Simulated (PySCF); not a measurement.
Screening by computed properties: pick the candidate that meets the target.

Species are written as SMILES; each is one conformer at its optimised geometry, gas phase, non-relativistic unless stated. Electronic properties by PySCF.

The conformers computed, where there is a choice (atom-mapped SMILES and torsion angles):
- `[SH:1][c:2]1[cH:3][n:4][o:5][cH:6]1`: H–S1–C2–C3 0°
- `[CH2:1]=[CH:2][P:3]1(=[O:4])[CH2:5][CH2:6][CH2:7]1`: C1–C2–P3–O4 0°
- `[CH3:1][C:2](=[O:3])[P:4]=[C:5]([CH3:6])[CH3:7]`: C1–C2–P4–C5 159°
- `[CH:1]#[C:2][CH2:3][P:4]([CH3:5])([CH3:6])=[O:7]`: C2–C3–P4–C5 56°
- `[CH3:1]/[CH:2]=[CH:3]/[P:4]=[CH:5]\[O:6][CH3:7]`: C2–C3–P4–C5 180°, P4–C5–O6–C7 180°

The conformers of `C[Si@@H]1C=C[SiH2]C[SiH2]1` aren't listed.

(1) Wanted: lowest triplet excitation (Tamm–Dancoff) below 4 eV (TDA CAM-B3LYP/def2-SVPD) and electronic spatial extent ⟨r²⟩ about the centre of nuclear charge below 1000 bohr² (CAM-B3LYP/def2-SVPD), at GFN2-xTB geometries. Which candidate meets both?
A. `n1cc(S)co1`
B. `C#CCP(C)(C)=O`
C. `CC(=O)P=C(C)C`
D. `C=CP1(=O)CCC1`

(2) Wanted: static isotropic polarisability between 80 au and 100 au (CAM-B3LYP/def2-SVPD) and HOMO energy above -8.5 eV (CAM-B3LYP/def2-SVPD), at GFN2-xTB geometries. Which candidate meets both?
A. `C/C=C/P=C\OC`
B. `C[Si@@H]1C=C[SiH2]C[SiH2]1`
C. `Sc1cnoc1`
D. `CC(=O)P=C(C)C`

(3) Wanted: smallest rotational constant below 1.5 GHz (GFN2-xTB) and lowest singlet excitation below 4 eV (TDDFT CAM-B3LYP/def2-SVPD), at GFN2-xTB geometries. Which candidate meets both?
A. `n1cc(S)co1`
B. `C=CP1(=O)CCC1`
C. `CC(=O)P=C(C)C`
D. `C#CCP(C)(C)=O`

## Answers

(1) A. Computed values:
```csv
species,lowest triplet excitation (Tamm–Dancoff),electronic spatial extent ⟨r²⟩ about the centre of nuclear charge
CC(=O)P=C(C)C,2.42 eV,1084 bohr²
n1cc(S)co1,3.90 eV,660 bohr²
C=CP1(=O)CCC1,4.36 eV,897 bohr²
C#CCP(C)(C)=O,5.43 eV,960 bohr²
```

(2) D. Computed values:
```csv
species,static isotropic polarisability,HOMO energy
Sc1cnoc1,62.0 au,-8.12 eV
CC(=O)P=C(C)C,93.3 au,-7.94 eV
C/C=C/P=C\OC,102.5 au,-7.06 eV
C[Si@@H]1C=C[SiH2]C[SiH2]1,125.3 au,-8.95 eV
```

(3) C. Computed values:
```csv
species,smallest rotational constant,lowest singlet excitation
CC(=O)P=C(C)C,1.118 GHz,3.12 eV
C#CCP(C)(C)=O,1.479 GHz,6.56 eV
C=CP1(=O)CCC1,1.543 GHz,6.03 eV
n1cc(S)co1,1.684 GHz,5.22 eV
```
